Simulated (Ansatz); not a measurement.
Ansatz (a quantum-chemistry and plane-wave program) input (CCSD(T)/cc-pV(T+d)Z):
A basis named .json is the Basis Set Exchange file of that set.

Ansatz 0.2 input:
```yaml
crystal:
  periodic: [false, false, false]
  atoms:
    - {symbol: Si, position_ang: [-0.21240705, 0.33147892, -0.17258884]}
    - {symbol: C, position_ang: [1.45444967, 0.01627001, -0.97308253]}
    - {symbol: C, position_ang: [-1.24052296, -1.23310667, -0.05593668]}
    - {symbol: F, position_ang: [0.07090265, 0.83317002, 1.34332383]}
    - {symbol: H, position_ang: [2.00167414, -0.74104582, -0.40258816]}
    - {symbol: H, position_ang: [1.32489862, -0.34808220, -1.99412074]}
    - {symbol: H, position_ang: [2.05923133, 0.92299950, -1.00694183]}
    - {symbol: H, position_ang: [-1.44373842, -1.63160935, -1.05190562]}
    - {symbol: H, position_ang: [-2.19376592, -1.04867008, 0.44042678]}
    - {symbol: H, position_ang: [-0.69628524, -1.99180714, 0.51557413]}
basis:
  gaussian:
    orbitals: cc-pV_T+d_Z.json
magnetization: {spin_polarized: true, initial_magnetization: 1}
correlation: {method: ccsd_t, electrons: outside_noble_gas}
```

End of the output:

```
integrals: 1.63 GiB planned
1213 factors; integrals over basis functions are off by at most 1.3e-3 eV
mean field: 0.94 GiB planned
mean field evaluation 1: about -12723.8720 eV, gradient 2.8e1 eV
mean field evaluation 2: about -12723.8740 eV, gradient 2.8e1 eV
mean field evaluation 4: about -12727.5778 eV, gradient 3.1e0 eV
mean field evaluation 8: about -12727.6747 eV, gradient 1.5e-1 eV
mean field evaluation 16: about -12727.6603 eV, gradient 1.1e0 eV
mean field -12727.67508598 eV, -467.7334322819 hartree, gradient 1.8e-6 eV, S^2 0.752940; 0 other end points of the search recorded, 0 dependent functions left out
8 core orbitals not correlated
reference -12727.67508598 eV, -467.7334322819 hartree; 13, 12 occupied and 192, 193 virtual orbitals, 1213 factors
second order -19.29446251 eV of doubles, -0.00000000 eV of singles
coupled cluster: 4.93 GiB planned
cycle   1  -19.76778301 eV  change   -4.7e-1 eV  update   8.8e-2
cycle   2  -20.18693473 eV  change   -4.2e-1 eV  update   2.7e-2
cycle   3  -20.28929023 eV  change   -1.0e-1 eV  update   1.4e-2
cycle   4  -20.28396458 eV  change    5.3e-3 eV  update   3.9e-3
cycle   5  -20.28224401 eV  change    1.7e-3 eV  update   1.8e-3
cycle   6  -20.28271913 eV  change   -4.8e-4 eV  update   6.4e-4
cycle   7  -20.28263688 eV  change    8.2e-5 eV  update   2.7e-4
cycle   8  -20.28266218 eV  change   -2.5e-5 eV  update   8.2e-5
cycle   9  -20.28270102 eV  change   -3.9e-5 eV  update   3.2e-5
cycle  10  -20.28269322 eV  change    7.8e-6 eV  update   1.2e-5
perturbative correction -0.70335386 eV, -0.0258477774 hartree
Total energy: -12748.66113306 eV, -468.5046552872 hartree
```

It need not be the lowest isomer of its formula.
